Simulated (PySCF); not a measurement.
## Spinor energies of Lu⁺ (lutetium, charge +1)

Start: [Xe] 4f14 6s1 6p1; 6s1/2 filled at m_j = +1/2; 6p3/2 filled at m_j = +3/2. Calculated with PySCF 2.14 in x2c-SVPall-2c with one added diffuse shell each of s, p, d type (8s11p10d2f1g, 114 functions): generalised Hartree-Fock with the X2C-1e Hamiltonian and a Gaussian nucleus; spin-orbit coupling (SO) screened by Boettger's factors. This is a chosen level, not necessarily the ground level.

| spinor shell | electrons | ε, screened SO (eV) | weight of nominal j (screened SO) | rms radius, screened SO (bohr) |
| --- | --- | --- | --- | --- |
| 1s1/2 | 2 | -63639.7 | 1.000 | 0.0219 |
| 2s1/2 | 2 | -10974.6 | 1.000 | 0.0885 |
| 2p1/2 | 2 | -10456.3 | 1.000 | 0.0754 |
| 2p3/2 | 4 | -9332.8 | 1.000 | 0.0825 |
| 3s1/2 | 2 | -2553.1 | 1.000 | 0.227 |
| 3p1/2 | 2 | -2323.9 | 1.000 | 0.218 |
| 3p3/2 | 4 | -2079.7 | 1.000 | 0.232 |
| 3d3/2 | 4 | -1694.5 | 1.000 | 0.206 |
| 3d5/2 | 6 | -1641.8 | 1.000 | 0.210 |
| 4s1/2 | 2 | -546.09 | 1.000 | 0.509 |
| 4p1/2 | 2 | -451.29 | 1.000 | 0.520 |
| 4p3/2 | 4 | -395.26 | 1.000 | 0.552 |
| 4d3/2 | 4 | -238.83 | 1.000 | 0.584 |
| 4d5/2 | 6 | -228.32 | 1.000 | 0.598 |
| 5s1/2 | 2 | -84.160 | 1.000 | 1.26 |
| 5p1/2 | 2 | -54.696 | 1.000 | 1.41 |
| 5p3/2 | 4 | -47.286 | 1.000 | 1.52 |
| 4f5/2 | 6 | -33.813 | 1.000 | 0.793 |
| 4f7/2 | 8 | -32.262 | 1.000 | 0.803 |
| 6s1/2 | 1 | -14.865 | 0.994 | 3.67 |
| 6p3/2 | 1 | -9.836 | 1.000 | 4.47 |

| quantity | screened SO |
| --- | --- |
| E (hartree) | -14565.84048 |
| M_J | 2 |
| ⟨J²⟩ | 6.034 |
| ⟨L²⟩ | 2.140 |
| ⟨S²⟩ | 2.107 |

Each row is a mean over spinors that exchange with the open shell spreads, by up to 0.517 eV (5p3/2).

Breit and QED terms are absent; they matter most for the inner s and p1/2 levels.

Densities and radii are taken from the X2C orbitals without a picture-change correction, which distorts them close to the nucleus.
